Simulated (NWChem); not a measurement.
System: AlH4 anion; SMILES [AlH4-]

NWChem printed, in part:

```
             Northwest Computational Chemistry Package (NWChem) 7.3.0
             --------------------------------------------------------

 D2D symmetry detected

                             Geometry "geometry" -> ""
                             -------------------------

 Output coordinates in angstroms (scale by  1.889725989 to convert to a.u.)

  No.       Tag          Charge          X              Y              Z
 ---- ---------------- ---------- -------------- -------------- --------------
    1 Al                  13.0000     0.00000000     0.00000000     0.00000000
    2 H                    1.0000     0.94878150     0.94878150    -0.94877500
    3 H                    1.0000     0.94878150    -0.94878150     0.94877500
    4 H                    1.0000    -0.94878150    -0.94878150    -0.94877500
    5 H                    1.0000    -0.94878150     0.94878150     0.94877500

 Effective nuclear repulsion energy (a.u.)      17.9279063935

      Symmetry information
      --------------------

 Group name             D2d
 Group number             32
 Group order               8
 No. of unique centers     2

                                 NWChem DFT Module
                                 -----------------

 Summary of "ao basis" -> "ao basis" (spherical)
 ------------------------------------------------------------------------------
       Tag                 Description            Shells   Functions and Types
 ---------------- ------------------------------  ------  ---------------------
 Al                       aug-cc-pvdz               11       27   5s4p2d
 H                        aug-cc-pvdz                5        9   3s2p

      Symmetry analysis of basis
      --------------------------

        a1         14
        a2          2
        b1          4
        b2         13
        e          30

            General Information
            -------------------
          SCF calculation type: DFT
          Wavefunction type:  closed shell.
          No. of atoms     :     5
          No. of electrons :    18
           Alpha electrons :     9
            Beta electrons :     9
          Charge           :    -1
          Spin multiplicity:     1
          Use of symmetry is: on ; symmetry adaption is: on
          Maximum number of iterations: 150
          AO basis - number of functions:    63
                     number of shells:    31
          Convergence on energy requested:  1.00D-06
          Convergence on density requested:  1.00D-05
          Convergence on gradient requested:  5.00D-04

              XC Information
              --------------
                         B3LYP Method XC Potential
                     Hartree-Fock (Exact) Exchange  0.200
                        Slater Exchange Functional  0.800 local
                    Becke 1988 Exchange Functional  0.720 non-local
              Lee-Yang-Parr Correlation Functional  0.810
                  VWN I RPA Correlation Functional  0.190 local

             Grid Information
             ----------------
          Grid used for XC integration:  medium
          Radial quadrature: Mura-Knowles
          Angular quadrature: Lebedev.
          Tag              B.-S. Rad. Rad. Pts. Rad. Cut. Ang. Pts.
          ---              ---------- --------- --------- ---------
          Al                  1.25       88          13.0       590
          H                   0.35       45          14.0       434
          Grid pruning is: on
          Number of quadrature shells:   133
          Spatial weights used:  Erf1

      Superposition of Atomic Density Guess
      -------------------------------------

 Sum of atomic energies:        -243.87217060

 Renormalizing density from      17.00 to     18

      Non-variational initial energy
      ------------------------------

 Total energy =    -252.245599
 1-e energy   =    -396.019662
 2-e energy   =     125.846157
 HOMO         =      -0.051607
 LUMO         =       0.130983

      Symmetry analysis of molecular orbitals - initial
      -------------------------------------------------

  Numbering of irreducible representations:

     1 a1          2 a2          3 b1          4 b2          5 e

  Orbital symmetries:

     1 a1          2 a1          3 e           4 e           5 b2
     6 a1          7 e           8 e           9 b2         10 e
    11 e          12 b2         13 a1         14 b2         15 e
    16 e          17 a1         18 b1         19 a1

     ---------------------------------------------
      Total Density - Mulliken Population Analysis
     ---------------------------------------------

    Atom       Charge   Shell Charges
 -----------   ------   -------------------------------------------------------
    1 Al  13    12.34   2.00  2.07  0.38  0.55 -0.02  6.15  0.40  0.69 -0.00  0.09  0.04
    2 H    1     1.41   0.72  0.61  0.10  0.00 -0.01
    3 H    1     1.41   0.72  0.61  0.10  0.00 -0.01
    4 H    1     1.41   0.72  0.61  0.10  0.00 -0.01
    5 H    1     1.41   0.72  0.61  0.10  0.00 -0.01

   convergence    iter        energy       DeltaE   RMS-Dens  Diis-err
 ---------------- ----- ----------------- --------- --------- ---------
 d= 0,ls=0.0,diis     1   -244.7641725427 -2.63D+02  3.10D-02  8.74D-01
 d= 0,ls=0.0,diis     2   -244.8362334005 -7.21D-02  9.41D-03  1.76D-01
 d= 0,ls=0.0,diis     3   -244.8709226609 -3.47D-02  1.04D-03  3.29D-03
 d= 0,ls=0.0,diis     4   -244.8717874463 -8.65D-04  7.44D-05  1.70D-06
 d= 0,ls=0.0,diis     5   -244.8717882380 -7.92D-07  1.09D-05  1.10D-07
 d= 0,ls=0.0,diis     6   -244.8717882713 -3.33D-08  1.41D-06  8.11D-10

         Total DFT energy =     -244.871788271297
      One electron energy =     -378.924886403399
           Coulomb energy =      136.425705401333
    Exchange-Corr. energy =      -20.300513662746
 Nuclear repulsion energy =       17.927906393515

 Numeric. integr. density =       17.999994696561

                  Occupations of the irreducible representations
                  ----------------------------------------------

                     irrep           alpha         beta
                     --------     --------     --------
                     a1                3.0          3.0
                     a2                0.0          0.0
                     b1                0.0          0.0
                     b2                2.0          2.0
                     e                 4.0          4.0

                       DFT Final Molecular Orbital Analysis
                       ------------------------------------

 Vector    7  Occ=2.000000D+00  E=-8.002069D-02  Symmetry=e
              MO Center=  1.8D-16, -9.9D-16,  2.7D-01, r^2= 3.4D+00
   Bfn.  Coefficient  Atom+Function         Bfn.  Coefficient  Atom+Function
  ----- ------------  ---------------      ----- ------------  ---------------
    10      0.286872  1 Al py                37     -0.261426  3 H  s
    55      0.261426  5 H  s                 13      0.225609  1 Al py
    28      0.181194  2 H  s                 46     -0.181194  4 H  s
    38     -0.101214  3 H  s                 56      0.101214  5 H  s
    21      0.086255  1 Al d  1              29      0.070151  2 H  s

 Vector    8  Occ=2.000000D+00  E=-8.002069D-02  Symmetry=e
              MO Center=  7.8D-11,  4.3D-10, -2.7D-01, r^2= 3.4D+00
   Bfn.  Coefficient  Atom+Function         Bfn.  Coefficient  Atom+Function
  ----- ------------  ---------------      ----- ------------  ---------------
     9      0.286872  1 Al px                28      0.261426  2 H  s
    46     -0.261426  4 H  s                 12      0.225609  1 Al px
    37      0.181194  3 H  s                 55     -0.181194  5 H  s
    29      0.101214  2 H  s                 47     -0.101214  4 H  s
    19     -0.086255  1 Al d -1              38      0.070151  3 H  s

 Vector    9  Occ=2.000000D+00  E=-8.002001D-02  Symmetry=b2
              MO Center= -7.8D-11, -4.3D-10, -1.1D-15, r^2= 3.5D+00
   Bfn.  Coefficient  Atom+Function         Bfn.  Coefficient  Atom+Function
  ----- ------------  ---------------      ----- ------------  ---------------
    11      0.291546  1 Al pz                14      0.229284  1 Al pz
    28     -0.224917  2 H  s                 37      0.224917  3 H  s
    46     -0.224917  4 H  s                 55      0.224917  5 H  s
    18     -0.087662  1 Al d -2              29     -0.087080  2 H  s
    38      0.087080  3 H  s                 47     -0.087080  4 H  s

 Vector   10  Occ=0.000000D+00  E= 1.120888D-01  Symmetry=e
              MO Center=  2.1D-09,  2.2D-08,  1.9D-01, r^2= 3.4D+01
   Bfn.  Coefficient  Atom+Function         Bfn.  Coefficient  Atom+Function
  ----- ------------  ---------------      ----- ------------  ---------------
    15      1.974638  1 Al px                30     -1.429079  2 H  s
    48      1.429079  4 H  s                 39     -1.177798  3 H  s
    57      1.177798  5 H  s                 12      0.386159  1 Al px
    24     -0.296410  1 Al d -1              16      0.190338  1 Al py
    29     -0.155856  2 H  s                 47      0.155856  4 H  s

 Vector   11  Occ=0.000000D+00  E= 1.120888D-01  Symmetry=e
              MO Center=  2.1D-16, -3.3D-16, -1.9D-01, r^2= 3.4D+01
   Bfn.  Coefficient  Atom+Function         Bfn.  Coefficient  Atom+Function
  ----- ------------  ---------------      ----- ------------  ---------------
    16      1.974638  1 Al py                39      1.429079  3 H  s
    57     -1.429079  5 H  s                 30     -1.177798  2 H  s
    48      1.177798  4 H  s                 13      0.386159  1 Al py
    26      0.296410  1 Al d  1              15     -0.190338  1 Al px
    38      0.155856  3 H  s                 56     -0.155856  5 H  s

[...]
```

Level: B3LYP/aug-cc-pVDZ. Geometry: optimised at B3LYP/def2-SVPD. B3LYP is NWChem's, with the RPA form of VWN correlation.

Task: Reconstruct the input file.

Result: Several could match; the one computed here: the input that was run:
```
start job
memory heap 200 mb stack 900 mb global 1100 mb
charge -1
geometry units angstroms noautoz
  Al     0.000000     0.000000     0.000000
  H     -0.948775     0.948775    -0.948788
  H      0.948775    -0.948775    -0.948788
  H     -0.948775    -0.948775     0.948788
  H      0.948775     0.948775     0.948788
end
basis spherical
  * library aug-cc-pvdz
end
dft
  xc b3lyp
  iterations 150
  mulliken
end
task dft energy
```
